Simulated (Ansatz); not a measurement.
Computed with Ansatz on PBE0-D4/def2-TZVP structures; ΔE is electronic, products minus reactants. CCSD(T)/CBS adds triple-zeta CCSD(T) − MP2 to the extrapolated MP2 energy (def2 sets, frozen cores). DFT in def2-TZVPP. B3LYP here is the variant with VWN-RPA as its local correlation; programs differ in this. For Ge outer-core shells are correlated without core-valence functions, which leaves a few kJ/mol of doubt a bond. Scalar relativity is left out up to krypton. One conformer a species, not always the lowest.

Consider the ligand exchange at a Ge–C bond: `BO[CH2][GeH3]` + `CSS` → `CS[S][GeH3]` + `BOC`.

```csv
level,ΔE (eV)
PBE0-D4,-0.80
PBE0,-0.78
B3LYP,-0.75
SCS-MP2/def2-QZVPP,-0.79
```

Question: What does CCSD(T)/CBS give? (An estimate is asked.)

Answer: Computed: -0.77 eV. The listed levels differ from it by -0.03, -0.01, 0.02, -0.02 eV.

Largest T1 diagnostic among the species: 0.014.

The D4 term adds −0.04 eV with B3LYP and −0.02 eV with PBE0; it sums over pairs of atoms, weighted by their polarisabilities, and B3LYP, whose exchange is more repulsive, gets the larger term.
